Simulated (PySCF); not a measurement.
FH6NSi2. Atoms are numbered in the order given.

```xyz
10

Si     0.9531    -0.7876    -0.1731
F      2.1082     0.0596     0.6007
N     -0.3498     0.2077    -0.6927
Si    -1.7909     0.6575     0.1890
H      0.4337    -1.7857     0.7954
H      1.6110    -1.3917    -1.3614
H     -0.2048     0.6886    -1.5777
H     -3.0113     0.4371    -0.6456
H     -1.7812     2.0928     0.6084
H     -1.8418    -0.2098     1.4010
```
Charge 0, spin multiplicity 1.

Geometry optimised at PBE0-D3(BJ)/def2-SVP. One conformer was computed; it need not be the lowest.

Computed with B3LYP/pcSseg-1 (PySCF).

GIAO shieldings, no solvent; atoms listed in one row are averaged. δ = σ(ref) − σ: ²⁹Si against TMS (σ = 338.7 ppm); ¹⁹F against CFCl3 (σ = 161.7 ppm); ¹⁵N against NH3 (σ = 265.5 ppm); ¹H against TMS (σ = 31.68 ppm), references at their B3LYP-D3(BJ)/def2-TZVP geometries, non-relativistic.

Computed chemical shifts:
```
nucleus        atoms  count  δ (ppm)
-------  -----------  -----  -------
²⁹Si             Si1      1    -23.3
²⁹Si             Si4      1    -52.6
¹⁹F               F2      1   -164.3
¹⁵N               N3      1     40.4
¹H                H6      1     5.10
¹H                H5      1     4.98
¹H       H8, H9, H10      3     4.95
¹H                H7      1     1.09
```
